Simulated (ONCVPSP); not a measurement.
# An all-electron radial function and its pseudo partner (vanadium)

Columns: radius, all-electron u(r) and pseudo u(r) of the 3d shell (level -12.79 eV) of vanadium in the configuration [Ne] 3s2 3p6 3d3 4s1; PBE, non-relativistic, ONCV scheme, ONCVPSP 4.0.1.

```json
{"r (bohr)": "0.125", "all-electron": "0.0674", "pseudo": "0.0070"}
{"r (bohr)": "0.250", "all-electron": "0.2634", "pseudo": "0.0522"}
{"r (bohr)": "0.375", "all-electron": "0.4750", "pseudo": "0.1580"}
{"r (bohr)": "0.500", "all-electron": "0.6420", "pseudo": "0.3214"}
{"r (bohr)": "0.625", "all-electron": "0.7531", "pseudo": "0.5163"}
{"r (bohr)": "0.750", "all-electron": "0.8126", "pseudo": "0.7041"}
{"r (bohr)": "0.875", "all-electron": "0.8316", "pseudo": "0.8487"}
{"r (bohr)": "1.000", "all-electron": "0.8224", "pseudo": "0.9279"}
{"r (bohr)": "1.125", "all-electron": "0.7953", "pseudo": "0.9396"}
{"r (bohr)": "1.250", "all-electron": "0.7575", "pseudo": "0.8976"}
{"r (bohr)": "1.375", "all-electron": "0.7141", "pseudo": "0.8240"}
{"r (bohr)": "1.500", "all-electron": "0.6683", "pseudo": "0.7404"}
{"r (bohr)": "1.625", "all-electron": "0.6222", "pseudo": "0.6617"}
{"r (bohr)": "1.750", "all-electron": "0.5771", "pseudo": "0.5948"}
{"r (bohr)": "1.875", "all-electron": "0.5338", "pseudo": "0.5399"}
{"r (bohr)": "2.000", "all-electron": "0.4927", "pseudo": "0.4942"}
{"r (bohr)": "2.125", "all-electron": "0.4541", "pseudo": "0.4542"}
{"r (bohr)": "2.250", "all-electron": "0.4179", "pseudo": "0.4179"}
{"r (bohr)": "2.375", "all-electron": "0.3841", "pseudo": "0.3841"}
{"r (bohr)": "2.500", "all-electron": "0.3528", "pseudo": "0.3528"}
{"r (bohr)": "2.625", "all-electron": "0.3237", "pseudo": "0.3237"}
{"r (bohr)": "2.750", "all-electron": "0.2967", "pseudo": "0.2967"}
{"r (bohr)": "2.875", "all-electron": "0.2717", "pseudo": "0.2717"}
{"r (bohr)": "3.000", "all-electron": "0.2486", "pseudo": "0.2486"}
{"r (bohr)": "3.125", "all-electron": "0.2272", "pseudo": "0.2272"}
{"r (bohr)": "3.250", "all-electron": "0.2075", "pseudo": "0.2075"}
```

**Question.** How many radial nodes do the two functions have?

**Answer.** The all-electron 3d function has n − l − 1 = 0; the pseudo-wave has 0.

**Question.** At about which radius was the pseudo-wave matched?

**Answer.** 2.30 bohr. The columns agree to 0.0005 from 2.12 bohr on; several derivatives are matched, so the curves merge somewhat inside the radius.

**Question.** Where does each function peak?

**Answer.** Outermost all-electron maximum near 0.88 bohr, pseudo maximum near 1.12 bohr (to the table’s step).

**Question.** Is the pseudo-wave norm-conserving?

**Answer.** Yes: the ONCV scheme keeps the norm inside the radius equal to the all-electron one, which fixes the energy derivative of the logarithmic derivative at the level.
